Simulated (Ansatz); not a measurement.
The same redistribution along the group V, Nb, Ta.

Isolated molecules relaxed with PBE0-D4/def2-TZVP in Ansatz; ΔE leaves out vibrations. CBS: MP2 limit from def2 TZ/QZ plus the TZ coupled-cluster correction, frozen cores. Functionals use def2-TZVPP. B3LYP here is the variant with VWN-RPA as its local correlation; programs differ in this. def2 core potentials past Kr. For Br, In, Nb, Ta, V outer-core shells are correlated without core-valence functions, which leaves a few kJ/mol of doubt a bond. Scalar relativity is left out up to krypton. One conformer a species, not always the lowest.

| reaction | CCSD(T)/CBS(def2) (kJ/mol) |
| --- | --- |
| `[NH]=[V]([F])([F])[F]` + `[NH2][In]([OH])[Br]` → `[NH]=[V]([NH2])([F])[F]` + `[OH][In]([F])[Br]` | 9 |
| `[NH]=[Nb]([F])([F])[F]` + `[NH2][In]([OH])[Br]` → `[NH]=[Nb]([NH2])([F])[F]` + `[OH][In]([F])[Br]` | 32 |
| `[NH]=[Ta]([F])([F])[F]` + `[NH2][In]([OH])[Br]` → `[NH]=[Ta]([NH2])([F])[F]` + `[OH][In]([F])[Br]` | ? |

Fill in the missing values. (Best estimate.)

Ansatz gave: `[NH]=[Ta]([F])([F])[F]` + `[NH2][In]([OH])[Br]` → `[NH]=[Ta]([NH2])([F])[F]` + `[OH][In]([F])[Br]`: +31.2 kJ/mol.

Largest T1 diagnostic: 0.030, for `[NH]=[V]([NH2])([F])[F]`, so its coupled-cluster energy is less sure.
